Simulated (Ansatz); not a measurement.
Ansatz results at the PBE0-D4/def2-TZVP geometry: HOMO energy (PBE0/def2-TZVPP) -9.60 eV; HOMO–LUMO gap (B3LYP/def2-TZVPP) 8.95 eV; ideal-gas entropy at 298 K and 1 bar (rigid rotor, harmonic PBE0-D4/def2-TZVP) 319 J/(mol·K).

Problem. Which molecule gave them?
A. `C[SiH](N)Cl`
B. `F[Si](F)(F)Br`
C. `CO[SiH2][SiH3]`
D. `CCO[SiH3]`

Solution. B. The others give `CO[SiH2][SiH3]`: -8.12, 7.55, 361; `CCO[SiH3]`: -8.10, 8.02, 330; `C[SiH](N)Cl`: -7.84, 8.01, 331.

B3LYP here is the variant with VWN-RPA as its local correlation; programs differ in this.
